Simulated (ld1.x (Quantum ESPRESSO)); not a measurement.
# What the settings do to the TM potential of selenium

Base potential:

selenium (Se), norm-conserving Troullier–Martins (Kleinman–Bylander form), made with ld1.x (Quantum ESPRESSO) 7.5 (PBE, scalar-relativistic). Core [Ar] 3d10, reference 4s1.5 4p4.5. Waves: 4p (bound): rc 1.85 bohr; 4d channel at 0.4 Ry: rc 1.95 bohr; 4s (bound): rc 1.30 bohr. Local part: the s channel. Core correction: none.

Cutoffs, loose and tight: the cutoffs (Ry, on a coarse ladder) from which the occupation-weighted sum of valence levels, in a spherical-Bessel basis at the reference potential, stays within 10 and 1 mRy of its value at 400 Ry. They do not see the model core or the augmentation charge, which bear on the density cutoff. Test errors are all-electron minus pseudo excitation energies from the reference, over the configurations 4s2 4p4; 4s2 4p3; 4s2 4p2; 4s1 4p5; 4s2 4p0; 4s0 4p6; 4s2 4p3.5. A dash means not determined; rows that change the core or the reference have their own tests.

A true bound ghost makes a file unfit for plane-wave use even where its test errors are small: the radial tests pick states by their node count and pass the ghost by.

| change | outcome | cutoff, loose | cutoff, tight | bound ghosts | largest test error (meV) |
| --- | --- | --- | --- | --- | --- |
| base | generated | 40 Ry | 90 Ry | none | -59 |
| wave 4p (bound): rc 1.85 bohr becomes 4p (bound): rc 1.60 bohr | generated | 40 Ry | 90 Ry | none | -54 |
| wave 4p (bound): rc 1.85 bohr becomes 4p (bound): rc 1.84 bohr | generated | 40 Ry | 90 Ry | none | -55 |
| wave 4p (bound): rc 1.85 bohr becomes 4p (bound): rc 1.96 bohr | generated | 40 Ry | 90 Ry | p | -70 |
| wave 4p (bound): rc 1.85 bohr becomes 4p (bound): rc 2.20 bohr | generated | 40 Ry | 90 Ry | p | -125 |
| wave 4p (bound): rc 1.85 bohr becomes 4p (bound): rc 2.34 bohr | generated | 40 Ry | 90 Ry | p | -159 |
| wave 4p (bound): rc 1.85 bohr becomes 4p (bound): rc 2.76 bohr | generated | 40 Ry | 90 Ry | p | -313 |

Q: What comes out with this change to the base: wave 4p (bound): rc 1.85 bohr becomes 4p (bound): rc 2.58 bohr?

A: outcome: generated; cutoff, loose: 40 Ry; cutoff, tight: 90 Ry; bound ghosts: p; largest test error (meV): -243.

Q: What comes out with this change to the base: wave 4p (bound): rc 1.85 bohr becomes 4p (bound): rc 1.44 bohr?

A: outcome: generated; cutoff, loose: 45 Ry; cutoff, tight: 90 Ry; bound ghosts: p; largest test error (meV): -72.

Q: What comes out with this change to the base: wave 4p (bound): rc 1.85 bohr becomes 4p (bound): rc 1.24 bohr?

A: outcome: generated; cutoff, loose: 80 Ry; cutoff, tight: 180 Ry; bound ghosts: p; largest test error (meV): -66.

Reading the sweep of the p radius (base included, trends over the rows without a ghost): Bound ghosts are found at 1.24, 1.44, 1.96, 2.2, 2.34, 2.58, 2.76 bohr.
